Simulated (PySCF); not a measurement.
Gas-phase reaction: W₂O₆ + 4 FO → 2 WO₂F₂ + 2 O₃

Computed with PySCF and rigid-rotor harmonic-oscillator thermochemistry at 1 bar. † marks an energy on the PBE0/def2-TZVP geometry and frequencies; other levels use their own. MP2 freezes the core. Open shells (unrestricted): FO (multiplicity 2, electronic degeneracy 4); the rest are closed-shell singlets. Spin-orbit splitting is ignored; it lowers the true energy and changes the entropy of FO. B3LYP is the form with VWN-RPA correlation. W: scalar-relativistic def2 core potential, no spin-orbit coupling. W₂O₆, WO₂F₂: computed as isolated molecules; such fragments, hydroxides, amides, oligomers or adducts are transient or little studied in the gas. MP2 isn't extrapolated to the basis-set limit; its ΔH°(298 K) is -1106.7 kJ in def2-SVP and -1121.9 kJ in def2-TZVPP. The harmonic model lacks anharmonicity and excited electronic states, which grow with temperature; levels with a mode under 35 cm⁻¹ are left out. Strong static correlation: O₃. Soft modes under 120 cm⁻¹ make the harmonic entropy rough for W₂O₆.

```tsv
level	ΔE electronic, kJ	ΔH°(298 K), kJ	ΔS°(298 K), J/K	ΔG°(1800 K), kJ
B3LYP/def2-TZVP†	-915	-904	-148	-622
BLYP/def2-TZVP†	-982	-971	-148	-689
HF/def2-TZVP†	-395	-385	-148	-103
MP2/def2-SVP†	-1117	-1107	-148	-825
PBE/def2-SVP	-1058	-1050	-150	-766
PBE0/def2-SVP†	-934	-924	-148	-642
PBE0/def2-TZVP	-906	-895	-148	-613
r2SCAN/def2-TZVP†	-950	-939	-148	-657
LDA/def2-TZVP†	-1141	-1131	-148	-849
ωB97M-V/def2-TZVP†	-894	-884	-148	-602
```
ΔH° is lowest at LDA/def2-TZVP† and highest at HF/def2-TZVP†. No reference value is set beside these.
